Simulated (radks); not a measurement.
Values are calculated unless marked as measured or tabulated.
Excited configurations of the boron ion B+: one electron is placed in a higher orbital outside [He] 2s1. The ground configuration is [He] 2s2. Level of theory: scalar-relativistic Kohn-Sham, r2SCAN, spin-polarised, spherical densities, finite nucleus; open shells are filled with parallel spins first; meta-GGA in the generalised Kohn-Sham scheme; Fermi nuclear charge, rms radius 2.406 fm (a radial shooting solver on a logarithmic mesh with Libxc functionals). Excitation = E - E(ground); binding = E(ion) - E, where the ion is the core of charge +2; n* = 2/sqrt(2 binding) in atomic units, and the quantum defect is n - n*.

outer orbital  excitation (eV)  binding (eV)     n*  eigenvalue (eV)
2p                       4.096        20.171  1.643          -14.574
3p                      16.800         7.467  2.700           -5.874
3d                      18.015         6.252  2.950           -4.398
4s                      19.682         4.585  3.445           -3.724
4p                      20.220         4.047  3.667           -3.251
5f                      22.038         2.229  4.941           -1.718
7f                      23.101         1.166  6.832           -0.942

The Delta-SCF ionisation energy is 24.267 eV (NIST Atomic Spectra Database: 25.155 eV, measured). Self-interaction in the functional shifts the binding energies and quantum defects, so they are the method's values and not measured ones.
